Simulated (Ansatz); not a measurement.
Start from `[GaH2][O][SbH2]` and change one atom or group to get `[OH][SbH2]`.

Ansatz, PBE0-D4/def2-TZVP geometries, multiplicity 1. 

Elements past krypton have def2 core potentials. Scalar relativity is left out up to krypton.

```json
{"property": "ideal-gas entropy at 298 K and 1 bar (rigid rotor, harmonic PBE0-D4/def2-TZVP) / J/(mol·K)", "`[GaH2][O][SbH2]`": "349"}
{"property": "size of the dipole moment (PBE/def2-TZVPP) / D", "`[GaH2][O][SbH2]`": "0.64"}
{"property": "size of the dipole moment (B3LYP/def2-TZVPP) / D", "`[GaH2][O][SbH2]`": "0.70"}
{"property": "LUMO energy (ωB97M-V/def2-TZVPP) / eV", "`[GaH2][O][SbH2]`": "0.44"}
{"property": "HOMO–LUMO gap (B3LYP/def2-TZVPP) / eV", "`[GaH2][O][SbH2]`": "5.54"}
{"property": "LUMO energy (B3LYP/def2-TZVPP) / eV", "`[GaH2][O][SbH2]`": "-1.53"}
```

(1) Give the same properties after the change, and the shifts. (An estimate is asked.)

Results:

(1) Computed: 
```
                                                                                  property  `[OH][SbH2]`  shift
ideal-gas entropy at 298 K and 1 bar (rigid rotor, harmonic PBE0-D4/def2-TZVP) / J/(mol·K)           277    -72
                                            size of the dipole moment (PBE/def2-TZVPP) / D          1.78   1.14
                                          size of the dipole moment (B3LYP/def2-TZVPP) / D          1.97   1.27
                                                     LUMO energy (ωB97M-V/def2-TZVPP) / eV          0.56   0.12
                                                     HOMO–LUMO gap (B3LYP/def2-TZVPP) / eV          5.82   0.28
                                                       LUMO energy (B3LYP/def2-TZVPP) / eV         -1.40   0.13
```

With PBE0 the HOMO falls by 0.17 eV and the LUMO rises by 0.11 eV, so the gap widens by about 0.28 eV. PBE moves the HOMO by -0.13 eV and ωB97M-V by -0.17 eV. The zero-point energy changes by -10.0 kJ/mol with -6 modes. Dipoles are sizes alone; their direction can turn. Modes under 60 cm⁻¹, often nearly free rotors, make the harmonic entropy too high.

B3LYP here is the variant with VWN-RPA as its local correlation; programs differ in this.

Spin–orbit coupling is left out; it splits and shifts lone-pair levels of the heavy atoms by tenths of an eV.
